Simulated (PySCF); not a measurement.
PySCF job for C2H10FNSi2, SMILES NC[SiH2]C[SiH2]F, TDA-PBE0/def2-SVPD. Geometry optimised at B3LYP-D3(BJ)/def2-SVP. The structure was generated by enumeration, and PubChem lists no compound with its InChIKey, so it may never have been made. One conformer was computed; it need not be the lowest.

```python
import numpy as np
from pyscf import gto, scf, dft, tdscf

mol = gto.M(
    atom='''
    N    -3.51812451   -0.40135810   -0.39418514
    C    -2.44626390   -0.32492547    0.59703843
    Si   -0.79726474    0.05348660   -0.26141609
    C     0.63049190   -0.01365135    0.98623536
    Si    2.32939643   -0.08008331    0.21731950
    F     2.35466058    0.92894484   -1.06913932
    H    -3.38798698   -1.21111257   -1.00058515
    H    -4.42807646   -0.51977712    0.05145659
    H    -2.32964160   -1.22014811    1.24948315
    H    -2.64963996    0.51807100    1.28175870
    H    -0.56922821   -0.97956308   -1.31909963
    H    -0.84634769    1.39328707   -0.90594225
    H     0.55723426    0.86259754    1.65345163
    H     0.50821990   -0.91170122    1.61901649
    H     3.39693758    0.37062383    1.15231156
    H     2.62824368   -1.44945918   -0.28259164
    ''',
    basis='def2-SVPD',
    charge=0,
    spin=0,
    max_memory=1600,
    verbose=4,
)
mf = dft.RKS(mol, xc='pbe0').density_fit(auxbasis='def2-universal-jkfit')
mf.grids.level = 3
mf.conv_tol = 1e-9
mf.max_cycle = 100
mf.kernel()
mf.grids = dft.Grids(mol).set(level=1).build(with_non0tab=True)  # coarser grid for the response kernel
td = tdscf.TDA(mf)
td.singlet = True
td.nstates = 6
td.conv_tol = 1e-4
td.positive_eig_threshold = 1e-6
td.kernel(x0=td.get_init_guess(mf, 11))
td.analyze()
tt = tdscf.TDA(mf)
tt.singlet = False
tt.nstates = 2
tt.conv_tol = 1e-4
tt.positive_eig_threshold = 1e-6
tt.kernel(x0=tt.get_init_guess(mf, 7))
tt.analyze(verbose=3)
```

Program output:

```
PySCF version 2.14.0

[INPUT] verbose = 4
[INPUT] num. atoms = 16
[INPUT] num. electrons = 66
[INPUT] charge = 0
[INPUT] spin (= nelec alpha-beta = 2S) = 0
[INPUT] symmetry False subgroup None
[INPUT] Mole.unit = angstrom
[INPUT] Symbol           X                Y                Z      unit          X                Y                Z       unit  Magmom
[INPUT]  1 N     -3.518124510000  -0.401358100000  -0.394185140000 AA   -6.648291796020  -0.758456886876  -0.744901956973 Bohr   0.0
[INPUT]  2 C     -2.446263900000  -0.324925470000   0.597038430000 AA   -4.622768799410  -0.614020149196   1.128239118540 Bohr   0.0
[INPUT]  3 Si    -0.797264740000   0.053486600000  -0.261416090000 AA   -1.506612007373   0.101075025334  -0.494004814655 Bohr   0.0
[INPUT]  4 C      0.630491900000  -0.013651350000   0.986235360000 AA    1.191457014757  -0.025797312731   1.863714724762 Bohr   0.0
[INPUT]  5 Si     2.329396430000  -0.080083310000   0.217319500000 AA    4.401921288240  -0.151335523049   0.410674336527 Bohr   0.0
[INPUT]  6 F      2.354660580000   0.928944840000  -1.069139320000 AA    4.449663612510   1.755451332428  -2.020380503804 Bohr   0.0
[INPUT]  7 H     -3.387986980000  -1.211112570000  -1.000585150000 AA   -6.402367505792  -2.288671063318  -1.890831897807 Bohr   0.0
[INPUT]  8 H     -4.428076460000  -0.519777120000   0.051456590000 AA   -8.367851768034  -0.982236402615   0.097238862404 Bohr   0.0
[INPUT]  9 H     -2.329641600000  -1.220148110000   1.249483150000 AA   -4.402384592394  -2.305745759306   2.361180950759 Bohr   0.0
[INPUT] 10 H     -2.649639960000   0.518071000000   1.281758700000 AA   -5.007093853104   0.979012303080   2.422172900779 Bohr   0.0
[INPUT] 11 H     -0.569228210000  -0.979563080000  -1.319099630000 AA   -1.075685419276  -1.851105942935  -2.492737031715 Bohr   0.0
[INPUT] 12 H     -0.846347690000   1.393287070000  -0.905942250000 AA   -1.599365340258   2.632930975198  -1.711982737172 Bohr   0.0
[INPUT] 13 H      0.557234260000   0.862597540000   1.653451630000 AA    1.053020138625   1.630073106324   3.124570740916 Bohr   0.0
[INPUT] 14 H      0.508219900000  -0.911701220000   1.619016490000 AA    0.960396422054  -1.722865613232   3.059497757255 Bohr   0.0
[INPUT] 15 H      3.396937580000   0.370623830000   1.152311560000 AA    6.419281688443   0.700377533937   2.177553258570 Bohr   0.0
[INPUT] 16 H      2.628243680000  -1.449459180000  -0.282591640000 AA    4.966660743819  -2.739080878937  -0.534020804692 Bohr   0.0

nuclear repulsion = 366.654876941876
number of shells = 93
number of NR pGTOs = 307
number of NR cGTOs = 211
basis = def2-SVPD
ecp = {}


******** <class 'pyscf.df.df_jk.DFRKS'> ********
method = DFRKS
initial guess = minao
damping factor = 0
level_shift factor = 0
DIIS = <class 'pyscf.scf.diis.CDIIS'>
diis_start_cycle = 1
diis_space = 8
diis_damp = 0
SCF conv_tol = 1e-09
SCF conv_tol_grad = None
SCF max_cycles = 100
direct_scf = False
XC library pyscf.dft.libxc version 7.1.2
    S. Lehtola, C. Steigemann, M. J. T. Oliveira, and M. A. L. Marques,  SoftwareX 7, 1–5 (2018)
XC functionals = pbe0
    C. Adamo and V. Barone,  J. Chem. Phys. 110, 6158 (1999)
    M. Ernzerhof and G. E. Scuseria,  J. Chem. Phys. 110, 5029 (1999)
radial grids:
    Treutler-Ahlrichs [JCP 102, 346 (1995); DOI:10.1063/1.469408] (M4) radial grids

becke partition: Becke, JCP 88, 2547 (1988); DOI:10.1063/1.454033
pruning grids: <function nwchem_prune>
grids dens level: 3
symmetrized grids: False
atomic radii adjust function: <function treutler_atomic_radii_adjust>
small_rho_cutoff = 0
Set gradient conv threshold to 3.16228e-05
Initial guess from minao.
tot grids = 192840
******** <class 'pyscf.df.df.DF'> ********
auxbasis = def2-universal-jkfit
init E= -815.092174848175
  HOMO = -0.291363631976282  LUMO = -0.0390328325532119  gap/eV = 6.86627
cycle= 1 E= -814.951283933173  delta_E= 0.141  |g|= 0.61  |ddm|=  4.7
  HOMO = -0.192158009727025  LUMO = 0.0122341582904384  gap/eV = 5.56179
cycle= 2 E= -814.880413469844  delta_E= 0.0709  |g|= 0.889  |ddm|= 2.08
  HOMO = -0.255114233770932  LUMO = 0.00748129184268809  gap/eV = 7.14559
cycle= 3 E= -815.028089840058  delta_E= -0.148  |g|= 0.0818  |ddm|= 1.08
  HOMO = -0.259540534014704  LUMO = 0.00752188116426966  gap/eV = 7.26714
cycle= 4 E= -815.029147163948  delta_E= -0.00106  |g|= 0.0346  |ddm|= 0.129
  HOMO = -0.256921200258131  LUMO = 0.00788222388903126  gap/eV = 7.20567
cycle= 5 E= -815.029427459438  delta_E= -0.00028  |g|= 0.00531  |ddm|= 0.0492
  HOMO = -0.257537160980359  LUMO = 0.00766453718497706  gap/eV = 7.21651
cycle= 6 E= -815.029434484702  delta_E= -7.03e-06  |g|= 0.00135  |ddm|= 0.0104
  HOMO = -0.257417340201725  LUMO = 0.00771110149225462  gap/eV = 7.21451
cycle= 7 E= -815.029434855178  delta_E= -3.7e-07  |g|= 0.000441  |ddm|= 0.00336
  HOMO = -0.257449654032935  LUMO = 0.00773144042934559  gap/eV = 7.21595
cycle= 8 E= -815.029434901249  delta_E= -4.61e-08  |g|= 7.33e-05  |ddm|= 0.000786
  HOMO = -0.257440478766573  LUMO = 0.00772521883217347  gap/eV = 7.21553
cycle= 9 E= -815.029434902568  delta_E= -1.32e-09  |g|= 2.82e-05  |ddm|= 0.000214
  HOMO = -0.257443376274754  LUMO = 0.00772535401942775  gap/eV = 7.21561
cycle= 10 E= -815.029434902771  delta_E= -2.02e-10  |g|= 7.05e-06  |ddm|= 4.25e-05
  HOMO = -0.257441533147615  LUMO = 0.00772538620834773  gap/eV = 7.21556
Extra cycle  E= -815.029434902763  delta_E= 7.28e-12  |g|= 9.04e-06  |ddm|= 2.96e-05
converged SCF energy = -815.029434902763
tot grids = 58328
Overwritten attributes  positive_eig_threshold  of <class 'pyscf.tdscf.rks.TDA'>


******** <class 'pyscf.tdscf.rks.TDA'> for <class 'pyscf.df.df_jk.DFRKS'> ********
nstates = 6 singlet
deg_eia_thresh = 1.000e-03
wfnsym = None
conv_tol = 0.0001
eigh lindep = 1e-12
eigh level_shift = 0
eigh max_cycle = 100


Excitation energies (eV)
[6.0876364  6.40447375 6.53677312 7.218913   7.39068302 7.6633498 ]

** Singlet excitation energies and oscillator strengths **
Excited State   1:      6.08764 eV    203.67 nm  f=0.0061
      33 -> 35       -0.16327
      33 -> 36       -0.67560
Excited State   2:      6.40447 eV    193.59 nm  f=0.0128
      33 -> 34       -0.18082
      33 -> 35        0.64582
      33 -> 36       -0.14850
      33 -> 37        0.11022
Excited State   3:      6.53677 eV    189.67 nm  f=0.0407
      33 -> 34       -0.67507
      33 -> 35       -0.19199
Excited State   4:      7.21891 eV    171.75 nm  f=0.0215
      33 -> 37        0.36229
      33 -> 38        0.57814
      33 -> 45       -0.10903
Excited State   5:      7.39068 eV    167.76 nm  f=0.0130
      33 -> 37        0.51871
      33 -> 38       -0.34818
      33 -> 39        0.15305
      33 -> 41        0.17471
      33 -> 42        0.12312
      33 -> 43       -0.10329
Excited State   6:      7.66335 eV    161.79 nm  f=0.0616
      28 -> 34        0.11393
      31 -> 34       -0.18389
      32 -> 34       -0.63708
      33 -> 40        0.14598

** Transition electric dipole moments (AU) **
state          X           Y           Z        Dip. S.      Osc.
  1         0.0941      0.1767      0.0303      0.0410      0.0061
  2         0.1968      0.1438     -0.1494      0.0817      0.0128
  3         0.4924      0.0966     -0.0511      0.2544      0.0407
  4         0.2521     -0.1395      0.1966      0.1217      0.0215
  5         0.1382      0.1804     -0.1416      0.0717      0.0130
  6        -0.5669     -0.0760      0.0297      0.3281      0.0616

** Transition velocity dipole moments (imaginary part, AU) **
state          X           Y           Z        Dip. S.      Osc.
  1         0.0107      0.0463     -0.0187      0.0026      0.0078
  2         0.0400      0.0422     -0.0365      0.0047      0.0134
  3         0.0862      0.0268     -0.0166      0.0084      0.0234
  4         0.0421     -0.0201      0.0518      0.0049      0.0122
  5         0.0450      0.0521     -0.0391      0.0063      0.0154
  6        -0.1229     -0.0228      0.0121      0.0158      0.0373

** Transition magnetic dipole moments (imaginary part, AU) **
state          X           Y           Z
  1        -0.4570      0.4499      0.7130
  2         0.1426      0.2311      0.3934
  3        -0.0429     -0.2395     -0.0340
  4         0.1633     -0.0954     -0.0824
  5        -0.0267      0.2230      0.4222
  6         0.0078      1.0836      0.6813


******** <class 'pyscf.tdscf.rks.TDA'> for <class 'pyscf.df.df_jk.DFRKS'> ********
nstates = 2 triplet
deg_eia_thresh = 1.000e-03
wfnsym = None
conv_tol = 0.0001
eigh lindep = 1e-12
eigh level_shift = 0
eigh max_cycle = 100


Excitation energies (eV)
[5.78329442 6.2737615 ]

** Triplet excitation energies and oscillator strengths **
Excited State   1:      5.78329 eV    214.38 nm  f=0.0000
Excited State   2:      6.27376 eV    197.62 nm  f=0.0000
```

Self-consistency was reached.

Cost: around 9 core-minutes (rough).
